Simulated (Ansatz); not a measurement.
ClF5W, SMILES `[F][W]([F])([F])([F])([F])[Cl]`. Charge 0, multiplicity 1. W takes the def2 core potential.

```xyz
7

F    -0.431    1.651   -0.682
W    -0.005   -0.013   -0.032
F    -1.779   -0.329    0.320
F    -0.265   -0.692   -1.726
F     1.757    0.271   -0.463
F     0.409   -1.708    0.538
Cl    0.313    0.821    2.045
```

(1) What are the harmonic wavenumbers in cm⁻¹ at PBE0-D4/def2-TZVP (Ansatz, finite differences of forces, unscaled)? (Best estimate.)

(2) Is this a minimum?

(3) Give the ideal-gas thermochemistry at 298.15 K and 1 bar (rigid rotor, harmonic oscillator; point group C4v, symmetry number 4).

Results:

(1) The calculation gave: 118, 118, 141, 221, 221, 253, 296, 296, 306, 407, 678, 679, 715, 715, 755.

(2) Yes, all 15 modes are real.

(3) Zero-point energy 35.4 kJ/mol; H(298) − E = 60.3 kJ/mol; entropy 379.0 J/(mol·K), of which translation 180.6, rotation 109.2, vibration 89.3; G(298) − E = -52.7 kJ/mol.
